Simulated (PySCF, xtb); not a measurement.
C4H6S, SMILES C1CC(S1)=C.

GFN2-xTB in xtb at its own geometry gives an orbital gap of 3.54 eV and a dipole moment of 2.38 D.

Geometry: B3LYP-D3(BJ)/def2-SVP.

Problem. What does PySCF with r2SCAN/def2-TZVP give? (The exact figures need the calculation; the answer reports its results.)

Solution. gap 4.31 eV (levels -5.23 and -0.91 eV), dipole 1.94 D.
